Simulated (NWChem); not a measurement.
**Basis-set dependence for Te (+1)**

```xyz
1

Te     0.0000     0.0000     0.0000
```
Charge +1, spin multiplicity 4.

All runs are NWChem calculations.

Hartree-Fock energies in Ha, correlation energies in mHa.

Effective core potentials replace the inner electrons of Te; spin-orbit coupling is left out. The correlated methods keep 4 core orbitals frozen. The stability of the SCF solutions was not checked. Open-shell Hartree-Fock references start from PBE0 orbitals. No row is a measurement; the coupled-cluster row has its own basis-set and correlation limits.

```json
[
 {"basis": "def2-SVP", "functions": "26", "UHF": "-266.71416", "UMP2": "-61.9", "SCS-UMP2": "-58.0", "CCSD on ROHF": "-75.8", "CCSD[T] on ROHF": "-76.8", "CCSD(T) on ROHF": "-76.8", "CCSD on UHF": "-74.4", "CCSD[T] on UHF": "-75.4", "CCSD(T) on UHF": "-75.4"},
 {"basis": "def2-TZVP", "functions": "50", "UHF": "-266.72160", "UMP2": "-386.5", "SCS-UMP2": "-334.4", "CCSD on ROHF": "-368.2", "CCSD[T] on ROHF": "-373.9", "CCSD(T) on ROHF": "-373.8", "CCSD on UHF": "-366.4", "CCSD[T] on UHF": "-371.8", "CCSD(T) on UHF": "-371.7"},
 {"basis": "def2-QZVP", "functions": "82", "UHF": "-266.72271", "UMP2": "-536.7", "SCS-UMP2": "-465.1", "CCSD on ROHF": "-498.7", "CCSD[T] on ROHF": "-508.2", "CCSD(T) on ROHF": "-508.0", "CCSD on UHF": "not run", "CCSD[T] on UHF": "not run", "CCSD(T) on UHF": "not run"}
]
```

From def2-TZVP to def2-QZVP the Hartree-Fock energy moves by -1.1 mHa and the UMP2 correlation energy by -150.3 mHa, which is 28 % of its value in the larger set.
